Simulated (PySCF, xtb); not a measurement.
Si(AsH2)(F)(OH)2 (AsFH₄O₂Si), SMILES O[Si](O)(F)[AsH2].

Coordinates come from a B3LYP-D3(BJ)/def2-SVP optimisation. The structure was generated by enumeration, and PubChem lists no compound with its InChIKey, so it may never have been made. One conformer was computed; it need not be the lowest.

Computed with IEF-PCM-M06-2X/def2-SVP (PySCF).

The values are the electrostatic part of the solvation free energy, E(continuum) − E(gas) at the gas-phase geometry, in a cavity of scaled van der Waals radii (PySCF's table); cavitation and dispersion terms are not included. In vacuum the orbital gap is 10.02 eV. The dipole moment in vacuum is 1.39 D.

Computed values in water (ε = 78.36), 1-octanol (ε = 9.86), diethylether (ε = 4.24):
```csv
solvent,ε,ΔG(elec) (kcal/mol),dipole (D),gap (eV)
water,78.36,-8.2,1.65,10.14
1-octanol,9.86,-7.0,1.61,10.13
diethylether,4.24,-5.6,1.55,10.11
```

For comparison, GFN2-xTB/ALPB(water) (xtb, at the GFN2-xTB geometry, all terms of that model) gives -9.3 kcal/mol.
